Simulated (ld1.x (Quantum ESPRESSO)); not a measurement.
**Pseudopotential generation for Hf (Z = 72): PAW, PBE, non-relativistic.**

```json
{"Element": "hafnium", "Generator": "ld1.x (Quantum ESPRESSO) 7.5", "Type": "PAW", "Functional": "PBE", "Relativity": "non-relativistic", "Frozen core": "[Kr] 4d10", "Valence charge": "26", "Reference configuration": "4f14 5s2 5p6 5d2 6s1 6p0 (charge +1)", "Partial waves": "5s (bound): rcut 1.80, rcutus 2.25 bohr; 6s (bound): rcut 1.80, rcutus 2.25 bohr; 5p (bound): rcut 1.80, rcutus 2.05 bohr; 6p (bound, empty): rcut 1.80, rcutus 2.05 bohr; 5d (bound): rcut 1.35, rcutus 1.75 bohr; 5d channel at -0.1 Ry: rcut 1.35, rcutus 1.75 bohr; 4f (bound): rcut 0.55, rcutus 0.65 bohr; 4f channel at 2 Ry: rcut 0.55, rcutus 0.65 bohr", "Local potential": "all-electron potential smoothed inside 0.65 bohr (lloc = -1)", "Core correction": "a·sin(br)/r model core, default radius (ld1.x builds one for every PAW set, though the input has nlcc=.false.)", "Augmentation charge": "BG, radius 0.65 bohr"}
```

(1) Is the overlap operator S = 1 + Σ q|β⟩⟨β| positive definite (Bessel basis up to 400 Ry)?

## Answers

(1) No: its lowest eigenvalue is -0.459, in the p channel, so the generalised eigenproblem breaks down once the basis is large enough.

Test run stopped at test 1 of 7 (negative rho).

The ghost test of this file was not conclusive. Its overlap operator is not positive definite in a basis up to 400 Ry (lowest eigenvalue s -0.33, p -0.46), so the file is unfit for use: the generalised eigenproblem breaks down once the basis is large enough, and its test numbers describe a broken file.
